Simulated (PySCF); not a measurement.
# Ionisation energy of F⁺ by level of theory

F⁺ [He] 2s2 2p4 (3P) → F²⁺ [He] 2s2 2p3 (4S), as a difference of total energies. Computed with PySCF 2.14 in def2-QZVPPD (8s5p4d2f1g, 66 functions), with no relativity, point nucleus. Correlated levels: valence and next inner shell: nothing frozen. The calculations carry no spin-orbit coupling.

| method | ionisation energy (eV) |
| --- | --- |
| UHF | 33.401 |
| MP2 (valence and next inner shell) | 34.763 |
| SCS-MP2 (valence and next inner shell) | 34.883 |
| CCSD (valence and next inner shell) | 34.798 |
| CCSD(T) (valence and next inner shell) | 34.828 |

Errors of the correlated levels include the incompleteness of this basis.

**Question.** Which method comes closest to the reference value, and which is furthest?

**Answer.** The reference is 34.950 eV (measured; NIST levels, between the centres of gravity of the two terms). Closest: SCS-MP2 (valence and next inner shell) (error -0.067 eV); furthest: UHF (error -1.549 eV).
